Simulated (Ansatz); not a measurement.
Consider the ligand exchange at the Si–C bond: `CB(N)C[SiH3]` + `O[SiH2][SiH3]` → `[SiH3]O[SiH2][SiH3]` + `CB(C)N`.

Program: Ansatz. Geometries: PBE0-D4/def2-TZVP. ΔE: electronic, gas phase. CBS: MP2 limit from def2 TZ/QZ plus the TZ coupled-cluster correction, frozen cores. DFT in def2-TZVPP. One conformer a species, not always the lowest.

`CB(N)C[SiH3]`:

Z-matrix (Å, degrees):
```
C
B 1 1.576
H 1 1.096 2 109.9
H 1 1.093 2 114.1 3 -120.9
H 1 1.095 2 111.1 3 116.8
N 2 1.399 1 119.9 3 115.1
C 2 1.576 1 120.8 3 -66.5
H 6 1.005 2 122.8 1 0.9
H 6 1.006 2 123.6 1 -180.0
Si 7 1.873 2 111.1 1 -89.1
H 7 1.096 2 112.7 1 151.0
H 7 1.095 2 111.4 1 29.9
H 10 1.489 7 111.0 2 54.4
H 10 1.490 7 111.6 2 174.8
H 10 1.489 7 110.4 2 -65.2
```

`O[SiH2][SiH3]`:

Cartesian coordinates in Å:
```
O 1.597 1.089 -0.744
Si 0.980 -0.034 0.301
Si -1.354 -0.227 0.132
H 1.436 0.960 -1.680
H 1.583 -1.380 0.069
H 1.370 0.429 1.656
H -1.845 -1.287 1.055
H -1.737 -0.604 -1.258
H -2.030 1.054 0.470
```

`[SiH3]O[SiH2][SiH3]`:

Cartesian coordinates in Å:
```
Si 0.772 -0.287 2.020
O 0.621 0.864 0.871
Si 0.065 1.213 -0.633
Si -0.882 -0.669 -1.668
H 0.207 -1.572 1.526
H 2.208 -0.473 2.344
H 0.039 0.134 3.240
H 1.198 1.722 -1.452
H -0.951 2.295 -0.528
H -2.039 -1.183 -0.887
H 0.119 -1.762 -1.808
H -1.357 -0.282 -3.025
```

`CB(C)N`:

Z-matrix (Å, degrees):
```
C
B 1 1.578
H 1 1.094 2 114.2
H 1 1.095 2 110.6 3 121.7
H 1 1.095 2 110.6 3 -121.7
C 2 1.578 1 120.8 3 -180.0
N 2 1.398 1 119.6 3 0.0
H 6 1.095 2 110.6 1 -58.6
H 6 1.095 2 110.6 1 58.0
H 6 1.094 2 114.2 1 179.7
H 7 1.006 2 123.1 1 -180.0
H 7 1.006 2 123.1 1 0.1
```

| level | ΔE (eV) |
| --- | --- |
| ωB97X-V | -1.01 |
| HF/def2-SVP | -1.18 |
| MP2/def2-TZVPP | -1.01 |
| SCS-MP2/def2-QZVPP | -1.08 |

Problem. What does CCSD(T)/CBS give? (An estimate is asked.)

Solution. Computed: -1.02 eV. The listed levels differ from it by 0.01, -0.16, 0.01, -0.06 eV.

Largest T1 diagnostic among the species: 0.012.

At CCSD(T), def2-SVP lies +0.04 eV from the extrapolated value and def2-TZVPP +0.01 eV. Leaving LDA and LC-ωPBE aside and taking each functional with its dispersion term where it has one, the values, not all of them listed here, spread over 0.30 eV, from BHLYP-D4 to revPBE-D4.
